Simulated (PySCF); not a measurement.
SMILES [SiH3]OCCC#N (C3H7NOSi) at its GFN2-xTB optimised geometry (Å):

```
13

N      2.9046    -0.3481    -2.2859
C      2.5234    -0.7033    -1.2692
C      2.0178    -1.1617     0.0000
C      0.4817    -1.1617     0.0000
O      0.0165     0.1480     0.0000
Si    -1.3464     0.7690    -0.6275
H      2.3922    -2.1712     0.1870
H      2.3764    -0.4911     0.7852
H      0.1118    -1.7109    -0.8747
H      0.1221    -1.6729     0.9033
H     -1.4656     0.4295    -2.0466
H     -2.5234     0.2352     0.0676
H     -1.0947     2.1712    -0.3515
```

Calculation: PBE0/def2-TZVP in PySCF. Cells within 0.4 Å of a nucleus heavier than hydrogen are left out (blank, or x).

Map of the log10 of the electron density (e/bohr³), floored at −4 on the plane z = 0.0 Å:

```
|000000000000000000000000000|
|000000000000000000000000000|
|000000000000000000000000000|
|000000000111000000000000000|
|000000012232210000000000000|
|000000123444321000000000000|
|000000234566532000000000000|
|000001345777542100000000000|
|000012356787643210000000000|
|000123456777654321000000000|
|000235667777666542111000000|
|001346777777888653332210000|
|0013568887789x9754444321000|
|0013468876789xx865665532100|
|001245666667899877777542100|
|000134454456789888887643100|
|00001233334578xx89xx8643100|
|00000111123578x888x98642100|
|000000000135677777888642000|
|000000000124566556787642000|
|000000000012344445666431000|
|000000000001222223444320000|
|000000000000000011222100000|
|000000000000000000000000000|
|000000000000000000000000000|
|000000000000000000000000000|
|000000000000000000000000000|
```
Scale: ten equal steps from -4.00 (start of '0') to -0.202 (end of '9'), in the order '0123456789'; x runs from -5.00 to 5.00, y from -5.00 (bottom) to 5.00 (top).
